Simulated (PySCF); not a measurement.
r2SCAN on Sc⁻ (scandium, charge -1), [Ar] 3d2 4s2, high-spin 3F determinant. Calculation: PySCF 2.14, in aug-cc-pVTZ (8s7p5d3f2g, 93 functions); the non-relativistic Hamiltonian (point nucleus).

```
cycle= 5 E= -760.591263409053  delta_E= -8.04e-05  |g|= 0.0101  |ddm|= 0.151
cycle= 6 E= -760.59138565699  delta_E= -0.000122  |g|= 0.00168  |ddm|= 0.115
cycle= 7 E= -760.591391405586  delta_E= -5.75e-06  |g|= 0.000452  |ddm|= 0.0244
cycle= 8 E= -760.591391797836  delta_E= -3.92e-07  |g|= 6.54e-05  |ddm|= 0.014
cycle= 9 E= -760.591391819626  delta_E= -2.18e-08  |g|= 3.77e-05  |ddm|= 0.00639
cycle= 10 E= -760.59139183306  delta_E= -1.34e-08  |g|= 2.04e-05  |ddm|= 0.00393
cycle= 11 E= -760.591391845312  delta_E= -1.23e-08  |g|= 1.82e-05  |ddm|= 0.00404
cycle= 12 E= -760.591391935438  delta_E= -9.01e-08  |g|= 2.34e-05  |ddm|= 0.0322
cycle= 13 E= -760.591391941889  delta_E= -6.45e-09  |g|= 0.00024  |ddm|= 0.113
cycle= 14 E= -760.591392041079  delta_E= -9.92e-08  |g|= 3.08e-05  |ddm|= 0.0538
cycle= 15 E= -760.591391997127  delta_E= 4.4e-08  |g|= 0.00013  |ddm|= 0.0498
cycle= 16 E= -760.591392047853  delta_E= -5.07e-08  |g|= 1.11e-05  |ddm|= 0.0308
cycle= 17 E= -760.591392048273  delta_E= -4.2e-10  |g|= 4.37e-07  |ddm|= 0.00284
converged SCF energy = -760.591392048273  <S^2> = 2.0459729  2S+1 = 3.0304936
```

Highest occupied orbital energy: 1.748 eV; ⟨L²⟩ = 12.04; populations by l: s 8.00, p 12.00, d 2.00, f 0.00.

Problem. Can this result be used?

Solution. With care. The run converged. The configuration of this anion was assumed by filling the next shell in order. It is not the known or likely ground configuration (Ca⁻, Sr⁻ and Ba⁻, for instance, bind a p electron), so these values are not the electron affinity of the element. At r2SCAN the highest occupied level has a positive energy, so only the finite basis holds that electron.
